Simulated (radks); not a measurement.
Values are calculated unless marked as measured or tabulated.
Effect of the nuclear size on the tin ion Sn2+, [Kr] 4d10 5s2. Level of theory: Dirac Kohn-Sham, LDA (Slater exchange, Perdew-Wang correlation), spin-unpolarised, spherical densities, finite nucleus; Fermi nuclear charge, rms radius 4.6519 fm (a radial shooting solver on a logarithmic mesh with Libxc functionals). The rms radius is varied about that value; shifts are against it.

rms radius (fm),total energy shift (eV),density at nucleus (e/bohr^3),1s1/2 shift (meV),2s1/2 shift (meV),4s1/2 shift (meV),4p1/2 shift (meV),5s1/2 shift (meV),5p1/2 (empty) shift (meV)
3.8797,-1.25,1.957e+05,-526,-60.2,-2.24,0.217,-0.226,0.067
4.2984,-0.598,1.927e+05,-251,-28.7,-1.07,0.103,-0.108,0.032
4.6519,0,1.904e+05,0.000,0.000,0.000,0.000,0.000,0.000
4.9775,0.586,1.884e+05,246,28.1,1.05,-0.101,0.106,-0.031
5.2799,1.16,1.867e+05,487,55.7,2.07,-0.200,0.209,-0.062

Slopes of the eigenvalues against <r^2> in GHz/fm^2, as finite differences over the two radii next to the reference (eigenvalue slopes, not the field-shift constants of lines): 1s1/2 19100, 2s1/2 2180, 4s1/2 81.2, 4p1/2 -7.85, 5s1/2 8.20, 5p1/2 (empty) -2.44.
